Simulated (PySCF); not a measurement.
Radial density of Br⁺ (bromine, charge +1)

UHF, [Ar] 3d10 4s2 4p4, high-spin 3P determinant. Calculation: PySCF 2.14, in aug-cc-pwCVTZ-PP with ECP10MDF; scalar relativity through the core potential. This is the valence pseudo-density: the core potential removes the inner electrons and smooths the orbitals near the nucleus.

```json
{"r (bohr)": "0.000576", "4πr²ρ (e/bohr)": "2.287e-05", "4πr²(ρα − ρβ)": "0.0000"}
{"r (bohr)": "0.000968", "4πr²ρ (e/bohr)": "6.454e-05", "4πr²(ρα − ρβ)": "0.0000"}
{"r (bohr)": "0.00163", "4πr²ρ (e/bohr)": "0.0001813", "4πr²(ρα − ρβ)": "0.0000"}
{"r (bohr)": "0.00274", "4πr²ρ (e/bohr)": "0.0005026", "4πr²(ρα − ρβ)": "0.0000"}
{"r (bohr)": "0.00461", "4πr²ρ (e/bohr)": "0.001347", "4πr²(ρα − ρβ)": "0.0000"}
{"r (bohr)": "0.00775", "4πr²ρ (e/bohr)": "0.003337", "4πr²(ρα − ρβ)": "0.0000"}
{"r (bohr)": "0.0130", "4πr²ρ (e/bohr)": "0.007280", "4πr²(ρα − ρβ)": "0.0000"}
{"r (bohr)": "0.0219", "4πr²ρ (e/bohr)": "0.01428", "4πr²(ρα − ρβ)": "0.0000"}
{"r (bohr)": "0.0369", "4πr²ρ (e/bohr)": "0.02729", "4πr²(ρα − ρβ)": "0.0001"}
{"r (bohr)": "0.0620", "4πr²ρ (e/bohr)": "0.1073", "4πr²(ρα − ρβ)": "0.0002"}
{"r (bohr)": "0.104", "4πr²ρ (e/bohr)": "0.8495", "4πr²(ρα − ρβ)": "0.0010"}
{"r (bohr)": "0.176", "4πr²ρ (e/bohr)": "5.457", "4πr²(ρα − ρβ)": "0.0146"}
{"r (bohr)": "0.295", "4πr²ρ (e/bohr)": "21.62", "4πr²(ρα − ρβ)": "0.1454"}
{"r (bohr)": "0.497", "4πr²ρ (e/bohr)": "34.09", "4πr²(ρα − ρβ)": "0.1658"}
{"r (bohr)": "0.835", "4πr²ρ (e/bohr)": "12.03", "4πr²(ρα − ρβ)": "0.0880"}
{"r (bohr)": "1.41", "4πr²ρ (e/bohr)": "4.565", "4πr²(ρα − ρβ)": "1.1922"}
{"r (bohr)": "2.36", "4πr²ρ (e/bohr)": "2.018", "4πr²(ρα − ρβ)": "0.7479"}
{"r (bohr)": "3.98", "4πr²ρ (e/bohr)": "0.1345", "4πr²(ρα − ρβ)": "0.0481"}
{"r (bohr)": "6.69", "4πr²ρ (e/bohr)": "0.0005421", "4πr²(ρα − ρβ)": "0.0001"}
```

Energies and moments cover only the electrons outside the core potential.
